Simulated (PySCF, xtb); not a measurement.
TaH5, SMILES [TaH5] (connectivity only; charge and spin as stated), neutral, multiplicity 1.

Harmonic wavenumbers (cm⁻¹) from GFN2-xTB (xtb 6.7.1) at its own minimum, in rising order: 63, 142, 507, 507, 509, 882, 895, 899, 1053, 1060, 1222, 1263.

### Question
What does PBE0-D3(BJ)/def2-TZVPD (PySCF) give at its own minimum? (Estimate from the structure and the level; the computed values follow.)

### Answer
209, 209, 755, 755, 791, 816, 877, 1835, 1865, 1903, 1903, 1954. Paired by order, the mean absolute difference is 420 cm⁻¹ and the zero-point energies are 12.9 and 19.8 kcal/mol.
